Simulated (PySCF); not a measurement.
**Electronic absorption of HBr**

Compound: HBr.
SMILES: `Br`

Computed with PySCF, TDDFT B3LYP/def2-SVPD, vertical, gas phase, core orbitals frozen in the response. Geometry: PBE0-D3(BJ)/def2-SVP; no solvent, vibrations or thermal averaging. The B3LYP/def2-SVPD calculation is non-relativistic and has no spin–orbit coupling, an omission that weighs most on bromine.

Problem. What does the calculation give for the low-lying excited states?

Solution. 

```json
{"state": "S1", "E (eV)": "6.51", "E (hartree)": "0.2392", "f": "0.017", "|μ| (D)": "0.83", "symmetry": "Π", "main configurations (H = HOMO, L = LUMO)": "H-1/H→L (99%)"}
{"state": "S2", "E (eV)": "6.51", "E (hartree)": "0.2392", "f": "0.017", "|μ| (D)": "0.83", "symmetry": "Π", "main configurations (H = HOMO, L = LUMO)": "H-1/H→L (99%)"}
{"state": "S3", "E (eV)": "8.62", "E (hartree)": "0.3166", "f": "0.129", "|μ| (D)": "1.99", "symmetry": "Π", "main configurations (H = HOMO, L = LUMO)": "H-1/H→L+1 (≥92%)"}
{"state": "S4", "E (eV)": "8.62", "E (hartree)": "0.3166", "f": "0.129", "|μ| (D)": "1.99", "symmetry": "Π", "main configurations (H = HOMO, L = LUMO)": "H-1/H→L+1 (≥92%)"}
{"state": "S5", "E (eV)": "8.88", "E (hartree)": "0.3263", "f": "0.042", "|μ| (D)": "1.12", "symmetry": "Π", "main configurations (H = HOMO, L = LUMO)": "H-1/H→L+2 (≥96%)"}
{"state": "S6", "E (eV)": "8.88", "E (hartree)": "0.3263", "f": "0.042", "|μ| (D)": "1.12", "symmetry": "Π", "main configurations (H = HOMO, L = LUMO)": "H-1/H→L+2 (≥96%)"}
{"state": "S7", "E (eV)": "9.17", "E (hartree)": "0.3371", "f": "0.0000", "|μ| (D)": "0.00", "symmetry": "–", "main configurations (H = HOMO, L = LUMO)": "H-1/H→L+3 (≥50%), H-1/H→L+4 (≥41%)"}
{"state": "S8", "E (eV)": "9.17", "E (hartree)": "0.3371", "f": "0.0000", "|μ| (D)": "0.00", "symmetry": "–", "main configurations (H = HOMO, L = LUMO)": "H-1/H→L+4 (≥50%), H-1/H→L+3 (≥41%)"}
{"state": "S9", "E (eV)": "9.21", "E (hartree)": "0.3385", "f": "0.0000", "|μ| (D)": "0.00", "symmetry": "–", "main configurations (H = HOMO, L = LUMO)": "H-1/H→L+4 (≥50%), H-1/H→L+3 (≥32%)"}
{"state": "S10", "E (eV)": "9.70", "E (hartree)": "0.3566", "f": "0.0083", "|μ| (D)": "0.47", "symmetry": "Σ+", "main configurations (H = HOMO, L = LUMO)": "H-1/H→L+3 (≥46%), H-1/H→L+4 (≥30%)"}
```

Triplets (Tamm–Dancoff): T1 5.95 eV, H-1/H→L (97%); T2 5.95 eV, H-1/H→L (97%); T3 8.21 eV, H-1/H→L+1 (≥76%), H-1/H→L+2 (≥20%); T4 8.21 eV, H-1/H→L+1 (≥76%), H-1/H→L+2 (≥20%).

The lowest singlet level (S1/S2) lies at 6.51 eV (191 nm, vacuum ultraviolet) and is of moderate strength. The strongest level in the table is S3/S4 at 8.62 eV (144 nm, f = 0.258 summed). S1/S2, S3/S4, S5/S6 and S7/S8 lie within about 0.01 eV of each other in each set; the point group C∞v has degenerate representations, and within a degenerate level the listed configurations can mix freely. Löwdin shares by element: HOMO (one of a set within 0.03 eV) bromine 93%, hydrogen 7%; LUMO bromine 64%, hydrogen 36%. The listed states span 3.20 eV, and the widest gap between neighbours is 2.11 eV (S2 to S3). Of the 10 states listed, 6 reach f = 0.01 and 3 stay under 0.0005. The oscillator strengths of these states sum to 0.385; summed over the whole spectrum of an exact calculation they would give the number of electrons, 36 (Thomas–Reiche–Kuhn). All these states lie below the vertical ionisation energy of 11.86 eV (ΔSCF). Symmetry labels in C∞v follow from the direction of the transition dipole and are given only for states with f of 0.002 or more. Orbitals of the list HOMO-3 to LUMO+2 that lie within 0.01 eV of each other are written together with a slash and their weights summed (≥ marks a lower bound); for degenerate orbitals outside that list single weights are arbitrary. The window holds the lowest 10 singlets.

On one thread of an Arm Neoverse N1, shared host, this took 2.6 s of wall time and 0.26 GiB of memory at its peak.
